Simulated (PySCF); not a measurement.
# Small edits and their spectra

Starting compound: SMILES Cc1ncnnc1O[SiH3], C₄H₇N₃OSi.

1H NMR (400 MHz, computed): δ 9.53 (s, 1H), 5.20 (s, 3H), 2.71 (s, 3H). 13C{1H} NMR (computed): δ 169.1 (C), 158.6 (CH), 156.3 (C), 22.8 (CH3).

One averaged value for each set of equivalent atoms, single conformer, no solvent, relativity neglected. GFN2-xTB geometry; PBE0/pcSseg-1 with gauge-including orbitals; PySCF 2.14.

References, each an isolated molecule treated in the same way: 1H, 13C vs TMS. Where no couplings were computed, multiplicities follow the n + 1 count of equivalent neighbours, and m marks all less simple cases (inequivalent or close neighbours, rings, F or P nearby). Shifts are as computed. Against solution values, carbons near 30 ppm lie about +3 ppm off and those near 130 ppm about +5 ppm. Of 1211 compounds with measured shifts, 218 miss one by over three times the rms of a fit or turn the order of signals round; such compounds aren't used in these exercises.

Product 1. 1H NMR (400 MHz, computed): δ 9.50 (s, 1H), 5.36 (q, 2H), 2.69 (s, 3H), 0.71 (t, 3H). 13C{1H} NMR (computed): δ 169.6 (C), 158.3 (CH), 156.5 (C), 22.9 (CH3), -2.3 (CH3).

Product 2. 1H NMR (400 MHz, computed): δ 9.80 (s, 1H), 5.21 (s, 3H), 4.83 (q, 2H), 0.60 (t, 3H). 13C{1H} NMR (computed): δ 173.2 (C), 161.2 (C), 159.3 (CH), -9.6 (CH3).

Product 3. 1H NMR (400 MHz, computed): δ 9.87 (s, 1H), 5.49 (s, 2H), 4.53 (s, 3H), 2.96 (s, 3H). 13C{1H} NMR (computed): δ 165.9 (C), 164.3 (C), 163.4 (CH), 71.2 (CH2), 23.5 (CH3).

Product 4. 1H NMR (400 MHz, computed): δ 9.55 (s, 1H), 5.21 (s, 3H), 3.00 (q, 2H), 1.36 (t, 3H). 13C{1H} NMR (computed): δ 168.7 (C), 161.1 (C), 158.7 (CH), 32.1 (CH2), 15.0 (CH3).

Question: Each product comes from one edit: H on C replaced by CH3 (`CCc1ncnnc1O[SiH3]`); H on Si replaced by CH3 (`C[SiH2]Oc1nncnc1C`); SiH2 inserted into a C-C bond (`C[SiH2]c1ncnnc1O[SiH3]`); CH2 inserted into a C-O bond (`Cc1ncnnc1CO[SiH3]`). Which is which?

Answer: 
- Product 1: H on Si replaced by CH3, C[SiH2]Oc1nncnc1C. δC 156.5: substituted aromatic carbon next to a ring nitrogen. δH 9.50: hydrogen on an aromatic CH between two ring heteroatoms; aromatic region.
- Product 2: SiH2 inserted into a C-C bond, C[SiH2]c1ncnnc1O[SiH3]. δC 159.3: aromatic CH between two ring heteroatoms. δH 9.80: hydrogen on an aromatic CH between two ring heteroatoms; it sits in the deshielding region of the aromatic ring current.
- Product 3: CH2 inserted into a C-O bond, Cc1ncnnc1CO[SiH3]. δC 71.2: sp3 CH2 bonded to O, on an aromatic ring; pulled downfield by the heteroatom. δH 9.87: hydrogen on an aromatic CH between two ring heteroatoms; aromatic region.
- Product 4: H on C replaced by CH3, CCc1ncnnc1O[SiH3]. δC 158.7: aromatic CH between two ring heteroatoms. δH 9.55: hydrogen on an aromatic CH between two ring heteroatoms; the ring current deshields protons in the ring plane.
